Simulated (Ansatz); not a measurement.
Born–Oppenheimer molecular dynamics of CHClF2Si (6 atoms, charge 0, multiplicity 1). It starts from a relaxed structure.

Level of theory: RKS B3LYP-D4/STO-3G (Ansatz).

```
ensemble                      : NVE (velocity Verlet)
time step                     : 2 fs
steps asked                   : 40
starting velocities drawn for : 500 K
seed                          : 646278
```

First frame:

```xyz
6
Properties=species:S:1:pos:R:3
F -1.156 -1.162 1.494
Si -0.745 0.193 0.650
C 0.415 -0.199 -0.668
F 0.303 -1.201 -1.567
Cl 1.246 1.268 -1.473
H -0.063 1.101 1.563
```

Question: How far do the bonds stretch over the last three quarters of this one trajectory? (Pairs bonded in most of those frames.)

Answer: 
```csv
bond,mean (Å),spread (Å),shortest,longest
F1–Si2,1.656,0.012,1.64,1.68
Si2–C3,1.814,0.034,1.77,1.88
Si2–H6,1.463,0.030,1.42,1.50
C3–F4,1.351,0.007,1.34,1.36
C3–Cl5,1.867,0.027,1.83,1.92
```

Mean temperature of the second half: 160 K. The conserved energy stayed within 1.1 meV per atom of its start (net change 0.13 meV per atom), so the integration is sound. A step of 2 fs is long for free X–H stretches (periods near 10 fs) and can bias their spread and the temperature. A run of 0.08 ps of so small a system gives no equilibrium averages. Limits of this set-up: minimal basis.

Time of the run: 39 s on 1 thread of Arm Neoverse V2 (shared host), peak memory 0.2 GiB.
